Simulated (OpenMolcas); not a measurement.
# OpenMolcas run: Ar+

Input:

```
&GATEWAY
Coord
1

Ar 0.0 0.0 0.0
Basis=ANO-R3
Group=XYZ
NoMove
AngMom=0.0 0.0 0.0
AMFI
&SEWARD
&RASSCF
FileOrb=start.orb
Symmetry=2
Spin=2
nActEl=5 0 1
Inactive=3 3
Ras2=0 3
Ras3=6 0
CIRoot=3 3 1
SDav=3
CIMx=300
Iter=120 100
PrWF=0.3
OrbListing=Nothing
MaxOrb=0
Thrs=2.0e-7 1.0e-1 5.0e-4
Atom
>>> COPY $Project.JobIph JOB001
&RASSCF
FileOrb=start.orb
Symmetry=1
Spin=4
nActEl=5 0 1
Inactive=3 3
Ras2=0 3
Ras3=6 0
CIRoot=18 18 1
SDav=18
CIMx=300
Iter=120 100
PrWF=0.3
OrbListing=Nothing
MaxOrb=0
Thrs=2.0e-7 1.0e-1 5.0e-4
Atom
>>> COPY $Project.JobIph JOB002
&RASSCF
FileOrb=start.orb
Symmetry=1
Spin=2
nActEl=5 0 1
Inactive=3 3
Ras2=0 3
Ras3=6 0
CIRoot=46 46 1
SDav=54
CIMx=300
Iter=120 100
PrWF=0.3
OrbListing=Nothing
MaxOrb=0
Thrs=2.0e-7 1.0e-1 5.0e-4
Atom
>>> COPY $Project.JobIph JOB003
&RASSI
NrOfJobIphs=3 3 18 46
1 2 3
1 2 3 4 5 6 7 8 9 10 11 12 13 14 15 16 17 18
1 2 3 4 5 6 7 8 9 10 11 12 13 14 15 16 17 18 19 20 21 22 23 24 25 26 27
28 29 30 31 32 33 34 35 36 37 38 39 40 41 42 43 44 45 46
IphNames
JOB001
JOB002
JOB003
EJob
SpinOrbit
DIPRint=1.0
SOCoupling=1000.0
Subsets=2
MEES
Property=10
'ANGMOM' 1 'ANGMOM' 2 'ANGMOM' 3 'MLTPL  1' 1 'MLTPL  1' 2 'MLTPL  1' 3
'AMFI' 1 'AMFI' 2 'AMFI' 3 'MLTPL  2' 6
SOProperty=3
'ANGMOM' 1 'ANGMOM' 2 'ANGMOM' 3
```

Launched by
```bash
OMP_NUM_THREADS=1 MOLCAS_MEM=1689 MOLCAS_PROJECT=a pymolcas a.inp > a.log  # once for each step of the input, in one work folder
```

A driver script runs the steps one by one and writes start.orb anew before each from the orbitals found so far.

Output, cut to the results:

```
--- SEWARD ---
Basis set label: AR.ANO-R...6S5P4D2F1G.

      Electronic valence basis set:
      ------------------
      Associated Effective Charge  18.000000 au
      Associated Actual Charge     18.000000 au
      Nuclear Model: Finite nucleus - Gaussian distribution
        Gaussian exponent, Xi/bohr**(-2):  3.57222E+08

      Shell  nPrim  nBasis  Cartesian Spherical Contaminant
         s      17       6        X
         p      12       5        X
         d       7       4                 X
         f       5       2                 X
         g       2       1                 X
                  Relativistic X2C integrals
                  Atomic mean-field integrals
--- RASSCF ---
Wave function specifications:
      -----------------------------

      Number of closed shell electrons          12
      Number of electrons in active shells       5
      Max number of holes in RAS1 space          0
      Max nr of electrons in RAS3 space          1
      Number of inactive orbitals                6
      Number of active orbitals                  9
      Number of secondary orbitals              49
      Spin quantum number                      0.5
      State symmetry                             2
Orbital specifications:
      -----------------------

      Symmetry species                           1   2
                                                ag  au
      Frozen orbitals                            0   0
      Inactive orbitals                          3   3
      Active orbitals                            6   3
      RAS1 orbitals                              0   0
      RAS2 orbitals                              0   3
      RAS3 orbitals                              6   0
      Secondary orbitals                        26  23
      Deleted orbitals                           0   0
      Number of basis functions                 35  29
      Number of CSFs                             3
      Number of root(s) required                 3
      Iter CI   SX   CI       RASSCF       Energy    max ROT     max BLB   max BLB  Level Ln srch  Step   QN
          iter iter root      energy       change     param      element    value   shift minimum  type update
 Nr of preliminary CI iterations:   1
 ###############################################################################
 ###############################################################################
 ###                                                                         ###
 ###                                                                         ###
 ###    WARNING: Problems in orbital optimization.                           ###
 ###                                                                         ###
 ###                                                                         ###
 ###############################################################################
 ###############################################################################
  Warning: In symmetry  1, orbital p=   4 has diagonal density matrix element D(p,p) close to zero. D(p,p)=  0.000000E+00
  Warning: In symmetry  1, orbital p=   5 has diagonal density matrix element D(p,p) close to zero. D(p,p)=  0.000000E+00
        ...
  Warning: In symmetry  1, orbital p=   7 has diagonal density matrix element D(p,p) close to zero. D(p,p)=  0.000000E+00
  Warning: In symmetry  1, orbital p=   8 has diagonal density matrix element D(p,p) close to zero. D(p,p)=  0.000000E+00
  Warning: In symmetry  1, orbital p=   9 has diagonal density matrix element D(p,p) close to zero. D(p,p)=  0.000000E+00
        4   1    2    0  -528.08888833   -7.96E-13  -7.69E-08    3   9 1 -3.35E-07   0.50   0.00    SX    NO
      Convergence after  4 iterations
        5   1    2    0  -528.08888833    7.96E-13  -7.69E-08    3   9 1 -1.30E-07   0.50   0.00    SX    NO
      Natural orbitals and occupation numbers for root  1
      sym 1:   0.000000   0.000000   0.000000   0.000000   0.000000   0.000000
      sym 2:   2.000000   2.000000   1.000000
      Natural orbitals and occupation numbers for root  2
      sym 1:   0.000000   0.000000   0.000000   0.000000   0.000000   0.000000
      sym 2:   1.000000   2.000000   2.000000
      Natural orbitals and occupation numbers for root  3
      sym 1:   0.000000   0.000000   0.000000   0.000000   0.000000   0.000000
      sym 2:   2.000000   1.000000   2.000000
::    RASSCF root number  1 Total energy:   -528.08888833
...
--- RASSI ---
SPIN-FREE ENERGIES:
  (Shifted by EMIN (a.u.) =       -528.0888883272)

 SF State       Relative EMIN(au)   Rel lowest level(eV)    D:o, cm**(-1)      L_eff

     1             0.0000000000        0.0000000000              0.0000         1.0
     2             0.0000000000        0.0000000000              0.0000         1.0
     3             0.0000000000        0.0000000000              0.0000         1.0
     4             0.6014150144       16.3653362517         131995.3386         1.0
     5             0.6014150144       16.3653362517         131995.3386         1.0
     6             0.6014150144       16.3653362517         131995.3386         1.0
     7             0.6093577159       16.5814681680         133738.5601         2.0
     8             0.6093577159       16.5814681680         133738.5601         2.0
     9             0.6093577159       16.5814681680         133738.5601         2.0
    10             0.6093577159       16.5814681680         133738.5601         2.0
    11             0.6093577159       16.5814681680         133738.5601         2.0
    22             0.6260302065       17.0351497500         137397.7488         1.0
    23             0.6260302065       17.0351497500         137397.7488         1.0
    24             0.6260302065       17.0351497500         137397.7488         1.0
    15             0.6766492205       18.4125632926         148507.3382         3.0
    16             0.6766492205       18.4125632926         148507.3382         3.0
    17             0.6766492205       18.4125632926         148507.3382         3.0
    18             0.6766492205       18.4125632926         148507.3382         3.0
    12             0.6766492205       18.4125632926         148507.3382         3.0
    13             0.6766492205       18.4125632926         148507.3382         3.0
    14             0.6766492205       18.4125632926         148507.3382         3.0
...
```

Levels above the lowest, from the spin-orbit matrix, grouped by J:

```
Configuration   Term    J  E (cm-1)  Measured (cm-1)       g  Term weight %
      3s2 3p5    2P*  3/2       0.0              0.0   1.334            100
      3s2 3p5    2P*  1/2      1349             1432   0.666            100
   3s2 3p4 4s     4P  5/2    131953           134242   1.601            100
   3s2 3p4 4s     4P  3/2    132725           135086   1.732             99
   3s2 3p4 4s     4P  1/2    133187           135602   2.667            100
   3s2 3p4 3d     4D  7/2    134030           132327   1.429            100
   3s2 3p4 3d     4D  5/2    134172           132481   1.372            100
   3s2 3p4 3d     4D  3/2    134296           132631   1.200            100
   3s2 3p4 3d     4D  1/2    134381           132738  -0.002            100
   3s2 3p4 4s     2P  3/2    137532           138244   1.335             99
   3s2 3p4 4s     2P  1/2    138466           139258   0.669            100
   3s2 3p4 3d     4F  9/2    148480           142186   1.334            100
   3s2 3p4 3d     4F  7/2    148952           142717   1.239            100
   3s2 3p4 3d     4F  5/2    149302           143108   1.029            100
   3s2 3p4 3d     4F  3/2    149541           143371   0.399            100
   3s2 3p4 4s     2D  5/2    150171           148842   1.201            100
   3s2 3p4 4s     2D  3/2    150178           148620   0.801            100
   3s2 3p4 3d     2P  1/2    152840                    0.669            100
   3s2 3p4 3d     2P  3/2    153728                    1.337             99
   3s2 3p4 3d     4P  1/2    156751                    2.666            100
   3s2 3p4 3d     4P  3/2    157030                    1.731             99
   3s2 3p4 3d     4P  5/2    157412                    1.601            100
   3s2 3p4 3d  2D(1)  3/2    158768                    0.801            100
   3s2 3p4 3d  2D(1)  5/2    159531                    1.199             99
```

Against the 16 measured excited levels shown (NIST Handbook of Basic Atomic Spectroscopic Data) the mean absolute deviation is 2700 cm-1; the largest miss in energy is 3s2 3p4 3d 4F 9/2: computed 148480, measured 142186 cm-1 (+4.4 %), and the largest in proportion 3s2 3p5 2P* 1/2 (-5.8 %). Levels of one J stand in another order than measured, so their pairing by name is doubtful.

Without dynamic correlation excited terms often stand tens of per cent too high (terms of higher spin than the ground term too low), and those without a measured partner can miss by more than the paired ones. ANO sets are built for valence states and can reach diffuse excited orbitals poorly, and with the s shell closed the s pⁿ⁺¹ terms that mix with these levels are absent. Measured partners are found by configuration, term and J. A level has none where our copy of the source lacks it or the pairing is in doubt (some pairs that miss far off the trend of their configuration count as doubtful), and it then counts in no deviation. Levels of configurations outside the active space are missing. The first state left out of the spin-orbit step lies near 230000 cm-1 above the lowest spin-free state of the reference (among the parities and spins computed), and the list stops at four fifths of that energy or lower. The table shows the lowest 24 of 31 levels.

The term weight is that of the spin-free term in the level, not the purity of its configuration. A number in round brackets counts repeated terms of one configuration in the order of the reference energies. * marks odd parity.
